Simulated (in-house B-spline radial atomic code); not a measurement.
Settings and results of a run for Ag+ (with a hole in an inner shell). Method: Dirac-Kohn-Sham PBE0, spherical fractional occupations, Fermi nucleus of rms radius 4.5454 fm. Calculated with an all-electron radial atomic-structure program (B-spline basis).

In the input, a minus or plus after the letter marks the j = l - 1/2 or j = l + 1/2 subshell.

Command:
```bash
python run_scf.py task.json out
```
Settings (nuclear radius in fm, mass in u):
```
Z                47
configuration    1s2 2s2 2p-1 2p+4 3s2 3p6 3d10 4s2 4p6 4d10 5s1
hamiltonian      dirac
method           pbe0
spin_polarised   False
nucleus          fermi
rms_radius       4.5454
atomic_mass      106.90509
speed_of_light   137.035999084
```

Output (hartree, bohr):
```
 radial grid: 81 intervals, B-splines of order 8, outer radius 60 bohr

 iter        energy (Eh)    residual
    1       -5176.991904    7.40e-01
    2       -5178.942167    4.83e-01
    3       -5186.712856    4.93e-02
    4       -5186.823351    2.01e-02
    5       -5186.828896    4.44e-03
    6       -5186.829188    1.63e-03
    7       -5186.829305    6.30e-04
    8       -5186.829320    2.04e-05
    9       -5186.829320    1.86e-06
   10       -5186.829320    6.67e-08

 total energy                     -5186.82932
 kinetic                            5419.9021
 electron-nucleus                 -12535.5009
 Hartree                            2072.4803
 exact exchange                      -34.8250
 exchange-correlation               -108.8858

 first-order corrections (not in the total)
   Gaunt                             3.6606
   retardation                      -0.3660
   frequency dependence             -0.0304
   self-energy                       2.6958
   Uehling                          -0.3341
   Wichmann-Kroll                    0.0062
   recoil                            0.0190

 orbital      occ     eigenvalue          <r>       <r^2>       <1/r>       <r^4>     <1/r^3>       r_max    small
 1s1/2      2.000      -940.7692    0.0310881  0.00130633     49.4572 4.43512e-06           -     0.02015  2.97e-02
 2s1/2      2.000      -142.3428     0.133594   0.0210915     11.4816 0.000766181           -      0.1135  6.30e-03
 2p1/2      1.000      -132.2329     0.113247   0.0157415     11.4432  0.00049737           -     0.08771  6.30e-03
 2p3/2      4.000      -126.5591     0.118083    0.016985     10.7669 0.000568976     3562.22     0.09181  6.06e-03
 3s1/2      2.000       -27.2814     0.362143      0.1501     4.05985   0.0344715           -      0.3283  1.81e-03
 3p1/2      2.000       -23.4025     0.352641    0.144592     3.97441   0.0336063           -      0.3141  1.76e-03
 3p3/2      4.000       -22.2309     0.362946    0.152932     3.80439   0.0374762     658.031      0.3234  1.69e-03
 3d3/2      4.000       -15.3542     0.332738    0.131666     3.66393   0.0322388     104.212      0.2648  1.60e-03
 3d5/2      6.000       -15.1255     0.335843    0.133998     3.62252     0.03331      98.364      0.2673  1.58e-03
 4s1/2      2.000        -4.3310     0.891508    0.900432     1.55447     1.21967           -      0.8055  4.61e-04
 4p1/2      2.000        -3.0508     0.950178     1.03408     1.43824     1.68554           -      0.8373  4.05e-04
 4p3/2      4.000        -2.8510     0.978869     1.09777     1.38497     1.90464     109.325      0.8605  3.85e-04
 4d3/2      4.000        -0.8608      1.25025     1.88333      1.0747     6.99194     10.8326      0.9732  2.46e-04
 4d5/2      6.000        -0.8368       1.2666     1.93466     1.06001     7.40751     10.0734      0.9829  2.41e-04
 5s1/2      1.000        -0.4605       2.7396     8.55844    0.465532     117.003           -       2.302  5.03e-05
```

Run time, properties included: 2 s on 1 thread of Arm Neoverse N1, with other jobs on the host.

For the Dirac Hamiltonian the kinetic term is c α·p + (β - 1)c².

Caution: exact exchange at fractional occupations of open shells leaves self-interaction of up to several eV.
